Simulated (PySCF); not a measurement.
A calculated (revPBE, PySCF 2.14, aug-cc-pVDZ, the non-relativistic Hamiltonian (point nucleus)) atom or ion has these occupied shells.

```csv
shell,electrons,orbital energy (eV),"rms radius, mean of both spins (bohr)"
1s α,1,-6402.3,0.0712
1s β,1,-6402.2,0.0712
2s α,1,-761.38,0.306
2s β,1,-759.40,0.306
2p α,3,-656.35,0.275
2p β,3,-654.84,0.275
3s α,1,-112.13,0.915
3s β,1,-107.42,0.915
3p α,3,-81.880,0.975
3p β,3,-77.223,0.975
3d α,4,-33.512,1.16
4p α,1,-17.197,3.06
```

Problem. Name the element and its charge.

Solution. Mn(2+) (manganese, charge +2), in [Ar] 3d4 4p1, one real determinant (an excited configuration).
